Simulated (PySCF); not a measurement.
PBE0 on S- (sulfur, charge -1), [Ne] 3s2 3p5, 2P determinant. Calculation: PySCF 2.14, in aug-cc-pVDZ-DK (5s4p2d, 27 functions); scalar relativity by spin-free X2C-1e.

```
cycle= 1 E= -399.134038989143  delta_E= -0.00368  |g|= 0.0115  |ddm|= 0.213
cycle= 2 E= -399.134099627541  delta_E= -6.06e-05  |g|= 0.0116  |ddm|= 0.0582
cycle= 3 E= -399.134209491441  delta_E= -0.00011  |g|= 0.00136  |ddm|= 0.033
cycle= 4 E= -399.134213680511  delta_E= -4.19e-06  |g|= 0.00042  |ddm|= 0.00661
cycle= 5 E= -399.134214097025  delta_E= -4.17e-07  |g|= 7.22e-05  |ddm|= 0.00246
cycle= 6 E= -399.134214116933  delta_E= -1.99e-08  |g|= 7.48e-06  |ddm|= 0.000711
cycle= 7 E= -399.134214117002  delta_E= -6.92e-11  |g|= 5.96e-07  |ddm|= 3.43e-05
converged SCF energy = -399.134214117002  <S^2> = 0.75411759  2S+1 = 2.0041134
```

Highest occupied orbital energy: 0.167 eV; ⟨L²⟩ = 2.02; populations by l: s 6.00, p 11.00, d 0.00.

**Question.** Can this result be used?

**Answer.** With care. Self-consistency was reached. At PBE0 the highest occupied level has a positive energy, so only the finite basis holds that electron; in a semilocal or global hybrid functional this comes from self-interaction and does not mean that the real anion is unbound.
